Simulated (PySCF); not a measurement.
Structure problem from calculated spectra and properties.

Formula: C3H9FOSi2.

| Item | Value |
| --- | --- |
| Rotational structure | rotational constants A, B, C: 2.206, 0.996, 0.798 GHz [GFN2-xTB] |
| Dipole | 2.02 D [PBE0/def2-SVPD] |
| 1H NMR | chemical shifts (computed TMS as zero) by class: 7.15 (1 H), 6.99 (1 H), 5.15 (2 H), 4.07 (3 H), 0.02 (2 H) ppm [GIAO PBE0/pcSseg-1] |
| Triplet | lowest triplet excitation (Tamm–Dancoff): 4.19 eV [TDA PBE0/def2-SVPD] |
| NMR, other nuclei | isotropic shieldings of nuclei other than C and H, by class: 267 (1 O), 363 (1 F), 367 (1 Si), 427 (1 Si) ppm [GIAO PBE0/pcSseg-1] |
| UV, strongest line | among the 6 lowest singlet transitions: S3 at 6.65 eV (186 nm, f = 0.064) [TDDFT PBE0/def2-SVPD] |
| 13C NMR | chemical shifts (computed TMS as zero) by class: 147.7 (1 C), 141.9 (1 C), -7.9 (1 C) ppm [GIAO PBE0/pcSseg-1] |
| Polarisability | 92.0 au [PBE0/def2-SVPD] |

The electronic properties come from PySCF, for the isolated species, density fitting. Levels stand in brackets. Geometry: GFN2-xTB, one conformer, isolated molecule. NMR classes are plain means over equivalent atoms (diastereotopic ones count apart unless rotation or inversion swaps them), as if these changed places fast.

Question: What is the compound? Reason from the data.

Answer: Numbering: `[F:1]/[CH:2]=[CH:3]/[O:4][SiH2:5][CH2:6][SiH3:7]`. Its formula, C3H9FOSi2, gives 1 degree of unsaturation: 0 rings and 1 π bond in the structure found. 3 carbons fall into 3 classes; from least to most shielded: vinylic C–F carbon [C2] (147.7 ppm), vinylic carbon bearing oxygen [C3] (141.9 ppm), sp3 carbon bound to silicon [C6] (-7.9 ppm). Hydrogen classes from least to most shielded: 1 H on a vinylic carbon bearing oxygen, C3 (7.15 ppm), 1 H on a vinylic C–F carbon, C2 (6.99 ppm), 2 H on an oxygen-bound silicon, Si5 (5.15 ppm), 3 H on an SiH3 silicon, Si7 (4.07 ppm), 2 H on an sp3 carbon bound to silicon, C6 (0.02 ppm, a mean of values up to 0.8 ppm apart in this geometry). The other shieldings belong to: 267 ppm, silyl ether oxygen [O4]; 363 ppm, vinyl fluorine [F1]; 367 ppm, oxygen-bound silicon [Si5]; 427 ppm, SiH3 silicon [Si7]. The optimised geometry has point group C1 and is an asymmetric top. Structure: `F/C=C/O[SiH2]C[SiH3]`. Computed isomers that give other values at the same levels: `O[Si@@H]1C[SiH2][C@H](F)C1` (13C chemical shifts (computed TMS as zero) by class: 94.1 (1 C), 26.8 (1 C), -9.2 (1 C) ppm); `CO[C@@H]1[SiH2]C[Si@@H]1F` (13C chemical shifts (computed TMS as zero) by class: 79.9 (1 C), 65.1 (1 C), 1.1 (1 C) ppm); `FC[C@@H]1C[SiH2]O[SiH2]1` (13C chemical shifts (computed TMS as zero) by class: 91.0 (1 C), 29.2 (1 C), 11.1 (1 C) ppm). The assignments are read from this structure; whether some other isomer fits the data as well wasn't checked.

The values belong to the conformer `[F:1]/[CH:2]=[CH:3]/[O:4][SiH2:5][CH2:6][SiH3:7]`: C2–C3–O4–Si5 5°, C3–O4–Si5–C6 59°, O4–Si5–C6–Si7 40°.
